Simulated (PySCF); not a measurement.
**[Hg(OH)(H2O)2]+ at several levels of theory**

Computed with PySCF 2.14.0 (density fitting, no spin-orbit coupling) at the geometry relaxed with r2SCAN:

```xyz
9
[Hg(OH)(H2O)2]+ (singlet)
Hg    0.5637    0.0000   -0.0821
O     2.5139    0.0000   -0.4223
H     2.9674    0.0000    0.4401
O    -1.2659    1.4516   -0.0473
H    -1.9311    1.5447    0.6524
H    -1.1269    2.3440   -0.4042
O    -1.2659   -1.4516   -0.0473
H    -1.9311   -1.5447    0.6524
H    -1.1269   -2.3440   -0.4042
```

```
 level                                              basis    state  HOMO (eV)  gap (eV)  charge on Hg1 (e)  dipole about the centre of mass (D)  largest force component (eV/Å)
r2SCAN     Hg def2-SVP with ECP60, O def2-SVP, H def2-SVP  singlet     -11.16      3.20               0.77                                 6.78                            0.02
  BLYP                                           the same  singlet     -10.67      2.62               0.66                                 6.58                            0.58
 M06-L                                           the same  singlet     -11.03      3.24               0.86                                 6.76                            0.50
revPBE                                           the same  singlet     -10.70      2.67               0.70                                 6.61                            0.51
r2SCAN  Hg def2-TZVP with ECP60, O def2-TZVP, H def2-TZVP  singlet     -11.35      3.22               0.96                                 6.80                            0.19
r2SCAN          Hg x2c-SVPall, O x2c-SVPall, H x2c-SVPall  singlet     -11.29      3.19               0.59                                 6.89                            0.26
```

Charges are Mulliken's, which hang on the basis. The relaxation used the grid (50, 194), these runs (75, 302) or, all-electron (x2c bases, spin-free X2C Hamiltonian), (99, 590).

Problem. What does TPSS with Hg def2-SVP with ECP60, O def2-SVP, H def2-SVP give here?

Solution. state singlet, HOMO (eV) -10.87, gap (eV) 2.89, charge on Hg1 (e) 0.72, dipole about the centre of mass (D) 6.67, largest force component (eV/Å) 0.41. Time: 7.2 s on 2 threads of Arm Neoverse V2 (shared host), from an already converged density.

No frequency check is given that shows the relaxed geometry to be a minimum.
